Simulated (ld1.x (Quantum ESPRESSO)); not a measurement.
# An all-electron radial function and its pseudo partner (silicon (Si))

Columns: radius, all-electron u(r) and pseudo u(r) of the 2p shell (level -97.20 eV) of silicon in the configuration [He] 2s2 2p6 3s1 3p3; revPBE, non-relativistic, TM scheme, ld1.x (Quantum ESPRESSO) 7.5.

| r (bohr) | all-electron | pseudo |
| --- | --- | --- |
| 0.050 | 0.1535 | 0.0496 |
| 0.100 | 0.4440 | 0.1910 |
| 0.150 | 0.7332 | 0.4033 |
| 0.200 | 0.9694 | 0.6554 |
| 0.250 | 1.1397 | 0.9108 |
| 0.300 | 1.2469 | 1.1349 |
| 0.350 | 1.3001 | 1.3013 |
| 0.400 | 1.3104 | 1.3966 |
| 0.450 | 1.2885 | 1.4213 |
| 0.500 | 1.2435 | 1.3870 |
| 0.550 | 1.1828 | 1.3110 |
| 0.600 | 1.1123 | 1.2117 |
| 0.650 | 1.0364 | 1.1041 |
| 0.700 | 0.9584 | 0.9987 |
| 0.750 | 0.8806 | 0.9011 |
| 0.800 | 0.8049 | 0.8134 |
| 0.850 | 0.7323 | 0.7349 |
| 0.900 | 0.6638 | 0.6643 |
| 0.950 | 0.5996 | 0.5996 |
| 1.000 | 0.5401 | 0.5401 |
| 1.050 | 0.4852 | 0.4852 |
| 1.100 | 0.4350 | 0.4350 |
| 1.150 | 0.3891 | 0.3891 |
| 1.200 | 0.3476 | 0.3476 |
| 1.250 | 0.3100 | 0.3100 |
| 1.300 | 0.2762 | 0.2762 |

(1) How many radial nodes do the two functions have?

(2) At about which radius was the pseudo-wave matched?

(3) Where does each function peak?

(4) Is the pseudo-wave norm-conserving?

Answers

(1) The all-electron 2p function has n − l − 1 = 0; the pseudo-wave has 0.

(2) 1.00 bohr, where the columns begin to agree (steps of 0.05 bohr).

(3) Outermost all-electron maximum near 0.40 bohr, pseudo maximum near 0.45 bohr (to the table’s step).

(4) Yes: the TM scheme keeps the norm inside the radius equal to the all-electron one, which fixes the energy derivative of the logarithmic derivative at the level.
